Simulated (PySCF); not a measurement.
C₅H₅BO, SMILES C#CB(C#C)OC. Atoms are numbered in the order given.

```xyz
12

B     -0.0967     0.1929     0.0000
C     -0.1813     1.7253     0.0000
C     -0.2108     2.9423     0.0000
H     -0.2443     4.0162     0.0000
C      1.2824    -0.4937     0.0000
C      2.3816    -1.0180     0.0000
H      3.3549    -1.4736     0.0000
O     -1.2511    -0.5068     0.0000
C     -1.3467    -1.9190     0.0000
H     -1.9066    -2.2371     0.8932
H     -1.9066    -2.2371    -0.8932
H     -0.3559    -2.3994     0.0000
```
Charge 0, spin multiplicity 1.

The structure is a stationary point at B3LYP-D3(BJ)/def2-SVP. Other conformers were not sampled.

Method: PySCF with PBE/def2-TZVP.

ESP charges are fitted to the potential on shells at 1.4 to 2.0 van der Waals radii. Atomic charges (e):

```json
[
 {"atom": "B1", "ESP fit": "0.68", "IAO": "0.29", "Löwdin": "-0.67", "Mulliken": "0.15"},
 {"atom": "C2", "ESP fit": "-0.35", "IAO": "-0.12", "Löwdin": "0.02", "Mulliken": "0.06"},
 {"atom": "C3", "ESP fit": "-0.22", "IAO": "-0.18", "Löwdin": "-0.04", "Mulliken": "-0.29"},
 {"atom": "H4", "ESP fit": "0.26", "IAO": "0.20", "Löwdin": "0.13", "Mulliken": "0.16"},
 {"atom": "C5", "ESP fit": "-0.15", "IAO": "-0.14", "Löwdin": "0.01", "Mulliken": "0.00"},
 {"atom": "C6", "ESP fit": "-0.36", "IAO": "-0.18", "Löwdin": "-0.05", "Mulliken": "-0.27"},
 {"atom": "H7", "ESP fit": "0.30", "IAO": "0.21", "Löwdin": "0.13", "Mulliken": "0.17"},
 {"atom": "O8", "ESP fit": "-0.30", "IAO": "-0.31", "Löwdin": "0.41", "Mulliken": "-0.16"},
 {"atom": "C9", "ESP fit": "-0.26", "IAO": "-0.22", "Löwdin": "-0.30", "Mulliken": "-0.20"},
 {"atom": "H10", "ESP fit": "0.14", "IAO": "0.16", "Löwdin": "0.12", "Mulliken": "0.13"},
 {"atom": "H11", "ESP fit": "0.14", "IAO": "0.16", "Löwdin": "0.12", "Mulliken": "0.13"},
 {"atom": "H12", "ESP fit": "0.10", "IAO": "0.14", "Löwdin": "0.12", "Mulliken": "0.12"}
]
```

Computed Mayer and Wiberg (Löwdin basis) orders of the bonds:
| bond | Mayer | Wiberg |
|---|---|---|
| B1–C2 | 1.07 | 1.20 |
| C2–C3 | 2.80 | 2.86 |
| C3–H4 | 0.99 | 0.92 |
| B1–C5 | 1.06 | 1.18 |
| C5–C6 | 2.79 | 2.86 |
| C6–H7 | 0.99 | 0.91 |
| B1–O8 | 1.39 | 1.87 |
| O8–C9 | 0.92 | 1.39 |
| C9–H10 | 0.96 | 0.93 |
| C9–H11 | 0.96 | 0.93 |
| C9–H12 | 0.96 | 0.91 |
